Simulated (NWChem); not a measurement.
BeGeH$_{3}$Cl; SMILES [Cl][Be][GeH3]

Computed with NWChem. Medium grid unless said otherwise, to which SCAN and Minnesota functionals are sensitive. Geometry: optimised at PBE0/def2-SVP. Hybrids' shares of exact exchange are those that their runs print; pure functionals count as 0. The functionals differ in more than this share.

| row | share of exact exchange | orbital gap (eV) |
|---|---|---|
| PBE/def2-SVP | 0.00 | 5.25 |
| MN15-L/def2-SVP | 0.00 | 5.95 |
| B3LYP/def2-SVP | 0.20 | 6.80 |
| r2SCAN0/def2-SVP | 0.25 | withheld |
| BHandHLYP/def2-SVP | 0.50 | 9.09 |

Fit a straight line of the last column on the one before it, predict the withheld value, and compare with the run.


1. Means of the 4 shown rows: x = 0.175, y = 6.772. Slope Σ(x − x̄)(y − ȳ)/Σ(x − x̄)² = 1.164/0.1675 = 6.951; intercept 5.556.
2. The shown rows scatter about the line by 0.262 (root mean square); the largest residual is +0.39, at MN15-L/def2-SVP.
3. At x = 0.25 (r2SCAN0/def2-SVP; inside the shown range) the line gives 7.29.
4. The run gives 7.54, +0.25 from the line, 1.0 times the scatter.
